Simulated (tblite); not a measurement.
H₅ISi₂.
Numbering: `[SiH3:1][SiH2:2][I:3]` (hydrogens: H4, H5, H6 on Si1; H7, H8 on Si2)

Computed with GFN2-xTB (tblite), gas phase: L-BFGS steps from a force-field or distance-geometry start until the largest atomic force falls under 0.01 eV/Å.

Step 8: E = -268.1576 eV
```
atom  x, y, z in Å  |  force x, y, z in eV/Å
Si1     1.2260    0.2017    0.0510    0.021  -0.017  -0.002
Si2    -0.9861   -0.4079   -0.1335    0.033  -0.033  -0.030
I3     -2.4565    1.4629    0.5496   -0.090   0.089   0.031
H4      1.5499    0.5561    1.4325    0.028   0.013  -0.018
H5      2.0416   -0.9428   -0.3567    0.052   0.019   0.004
H6      1.5181    1.3385   -0.8212    0.033   0.002   0.019
H7     -1.4277   -1.4913    0.7346   -0.040  -0.054   0.031
H8     -1.4563   -0.7079   -1.4808   -0.037  -0.017  -0.035
```

Step 9: E = -268.1584 eV
```
atom  x, y, z in Å  |  force x, y, z in eV/Å
Si1     1.2283    0.2020    0.0510    0.007  -0.027  -0.001
Si2    -0.9865   -0.4109   -0.1341    0.039   0.032  -0.022
I3     -2.4593    1.4635    0.5497   -0.057   0.051   0.018
H4      1.5520    0.5574    1.4338    0.021   0.004  -0.044
H5      2.0453   -0.9435   -0.3571    0.035   0.042   0.013
H6      1.5204    1.3402   -0.8214    0.026  -0.016   0.031
H7     -1.4311   -1.4915    0.7347   -0.040  -0.066   0.037
H8     -1.4600   -0.7078   -1.4811   -0.031  -0.019  -0.033
```

Step 10: E = -268.1590 eV
```
atom  x, y, z in Å  |  force x, y, z in eV/Å
Si1     1.2306    0.2018    0.0510   -0.007  -0.027  -0.003
Si2    -0.9862   -0.4130   -0.1350    0.008   0.064   0.000
I3     -2.4628    1.4647    0.5500   -0.017   0.005   0.001
H4      1.5543    0.5587    1.4342    0.015  -0.002  -0.055
H5      2.0493   -0.9433   -0.3573    0.026   0.050   0.017
H6      1.5231    1.3413   -0.8210    0.021  -0.029   0.037
H7     -1.4351   -1.4927    0.7355   -0.026  -0.044   0.019
H8     -1.4641   -0.7080   -1.4819   -0.020  -0.017  -0.016
```

Step 11: E = -268.1594 eV
```
atom  x, y, z in Å  |  force x, y, z in eV/Å
Si1     1.2319    0.2013    0.0509   -0.019  -0.020  -0.006
Si2    -0.9860   -0.4134   -0.1355   -0.027   0.052   0.016
I3     -2.4654    1.4657    0.5503    0.006  -0.021  -0.008
H4      1.5560    0.5594    1.4334    0.014  -0.003  -0.047
H5      2.0523   -0.9422   -0.3571    0.026   0.042   0.014
H6      1.5251    1.3414   -0.8200    0.018  -0.030   0.034
H7     -1.4379   -1.4942    0.7362   -0.009  -0.010  -0.008
H8     -1.4669   -0.7085   -1.4826   -0.009  -0.011   0.004
```

**Question.** Estimate the geometry and energy of step 12. (The exact step hangs on the optimiser's Hessian estimate; all steps are aligned on step 11, rigid shifts and turns removed.)

**Answer.** E = -268.1597 eV, largest force 0.058 eV/Å
```
atom  x, y, z in Å  |  force x, y, z in eV/Å
Si1     1.2324    0.2004    0.0507   -0.029  -0.013  -0.008
Si2    -0.9865   -0.4127   -0.1356   -0.049   0.021   0.022
I3     -2.4673    1.4662    0.5504    0.015  -0.029  -0.011
H4      1.5576    0.5599    1.4318    0.013  -0.002  -0.031
H5      2.0551   -0.9406   -0.3566    0.029   0.028   0.010
H6      1.5270    1.3409   -0.8186    0.015  -0.023   0.025
H7     -1.4401   -1.4955    0.7366    0.006   0.022  -0.030
H8     -1.4691   -0.7091   -1.4831    0.001  -0.004   0.024
```

The energy changes by -0.0003 eV. The first-order estimate −F·Δx gives -0.0004 eV and the mean of the old and new forces, exact on a quadratic surface, -0.0003 eV. The step makes an angle of 53° with the force vector and moves no atom by more than 0.003 Å.

What follows is the cost of the whole relaxation. Time: 0.12 s. Hardware: one thread, Arm Neoverse N1 (aarch64), no GPU, shared host with 64 logical CPUs at a one-minute load of 60.
